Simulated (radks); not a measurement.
Spherical jellium clusters: N electrons in a uniform positive sphere of charge N and radius rs N^(1/3), rs = 3.9 bohr. Method: non-relativistic Kohn-Sham, LDA (Slater exchange, Perdew-Wang correlation), spin-polarised, spherical densities; computed with a radial shooting solver with Libxc functionals. Levels are named by radial order and angular momentum (1s, 1p, 1d, 2s, ...), and open shells are averaged over m.

N = 18, configuration 1s2 1p6 1d10. This is the lowest configuration that the search found. Occupied and some empty levels:

| level | occupation | eigenvalue (eV) | <r> (bohr) |
|---|---|---|---|
| 1s | 2 | -5.1865 | 6.114 |
| 1p | 6 | -4.2468 | 7.508 |
| 1d | 10 | -3.1424 | 8.466 |
| 2s | 0 | -2.8096 | 7.161 |
| 1f | 0 | -1.8963 | 9.346 |
| 2p | 0 | -1.4216 | 9.071 |

Energy (eV): total -33.5154, kinetic 32.309, external -1020.3, Hartree 503.84, exchange-correlation -66.966, background 517.56. Static polarisability (adiabatic kernel): 1432 bohr^3, against R^3 = 1068 for a classical metal sphere.

Electron density:

| r (bohr) | n(r) (e/bohr^3) |
|---|---|
| 0.741 | 0.002079 |
| 1.98 | 0.002425 |
| 3.22 | 0.003110 |
| 4.45 | 0.004007 |
| 5.69 | 0.004750 |
| 6.93 | 0.004812 |
| 8.17 | 0.003868 |
| 9.41 | 0.002299 |
| 10.6 | 0.0009975 |
| 11.9 | 0.0003449 |
| 13.1 | 0.0001051 |
| 14.4 | 0.00002975 |
| 15.6 | 8.140e-06 |
